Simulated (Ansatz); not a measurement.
Cl2Lu, charge +2, quartet, geometry from GFN2-xTB of the parent state (such geometries of metal compounds can be far from the true shape) (the multiplicity is a formal guess) (core potentials on Lu); SVWN5/def2-SV(P) (Ansatz, a quantum-chemistry and plane-wave program).

Input for Ansatz:
Ansatz 0.2 input:
```yaml
crystal:
  periodic: [false, false, false]
  atoms:
    - {symbol: Lu, position_ang: [0.30439718, -0.02656593, 0.36904131]}
    - {symbol: Cl, position_ang: [0.71786630, 0.39573308, -1.86257754]}
    - {symbol: Cl, position_ang: [-1.98917216, -0.28478124, 0.32128737]}
basis:
  gaussian:
    orbitals: def2-SV_P_.json
hamiltonian:
  xc: {name: SVWN5}
total_charge: 2
magnetization: {spin_polarized: true, initial_magnetization: 3}
```
The basis file holds def2-SV(P) in the JSON format of the Basis Set Exchange.

The log (banner, timings and long lists left out):

```
Functional definition: SVWN5
1120 factors; their error is unknown
mean field evaluation 1: about -58460.3325 eV, gradient 2.3e2 eV
mean field evaluation 2: about -57179.8217 eV, gradient 8.1e2 eV
mean field evaluation 4: about -58291.5355 eV, gradient 2.8e2 eV
mean field evaluation 8: about -58526.7523 eV, gradient 2.0e2 eV
mean field evaluation 16: about -58559.3425 eV, gradient 4.8e-5 eV
mean field evaluation 32: about -58558.5040 eV, gradient 3.4e-2 eV
mean field evaluation 64: about -58558.9627 eV, gradient 4.0e-1 eV
mean field evaluation 96: about -58558.5882 eV, gradient 4.9e-1 eV
mean field evaluation 128: about -58559.1199 eV, gradient 2.8e0 eV
mean field evaluation 160: about -58558.9227 eV, gradient 4.4e0 eV
mean field evaluation 192: about -58558.7518 eV, gradient 1.2e-2 eV
mean field -58559.34250814 eV, -2152.0161442260 hartree, gradient 9.6e-6 eV, S^2 3.752221; 19 other end points of the search recorded, 0 dependent functions left out
reference -58559.34255536 eV, -2152.0161459614 hartree; 39, 36 occupied and 69, 72 virtual orbitals, 1120 factors
Total energy: -58559.34255536 eV, -2152.0161459614 hartree
```
